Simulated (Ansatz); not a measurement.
Reaction (redistribution): `[NH2][AlH][O]CF` + `N[SiH](O)S` → `[OH][AlH][O]CF` + `N[SiH](N)S`

Computed with Ansatz on PBE0-D4/def2-TZVP structures; ΔE is electronic, products minus reactants. CCSD(T)/CBS adds triple-zeta CCSD(T) − MP2 to the extrapolated MP2 energy (def2 sets, frozen cores). DFT in def2-TZVPP. B3LYP here is the variant with VWN-RPA as its local correlation; programs differ in this. One conformer a species, not always the lowest.

Task: Is it downhill or uphill in electronic energy at CCSD(T)/CBS, and by how much? (An estimate is asked.)

Result: Computed: Downhill: ΔE = -5.9 kJ/mol.

Task: What do these levels give: revPBE-D4, PBE0-D4, r2SCANh-D4, revPBE, PBE0, B3LYP, r2SCAN0, HF/def2-SVP, HF/def2-TZVPP, HF/def2-QZVPP, SCS-MP2/def2-QZVPP, CCSD/CBS(def2)? (Best estimate.)

Result: The calculation gave: revPBE-D4 -7.6, PBE0-D4 -6.1, r2SCANh-D4 -5.3, revPBE -6.0, PBE0 -5.7, B3LYP -5.0, r2SCAN0 -5.0, HF/def2-SVP -5.8, HF/def2-TZVPP -1.8, HF/def2-QZVPP -1.6, SCS-MP2/def2-QZVPP -6.6, CCSD/CBS(def2) -5.4 kJ/mol.

Largest T1 diagnostic among the species: 0.013.

At CCSD(T), def2-SVP lies −3.0 kJ/mol from the extrapolated value and def2-TZVPP +0.0 kJ/mol. Leaving LDA and LC-ωPBE aside and taking each functional with its dispersion term where it has one, the values, not all of them listed here, spread over 3.6 kJ/mol, from revPBE-D4 to B97M-V.
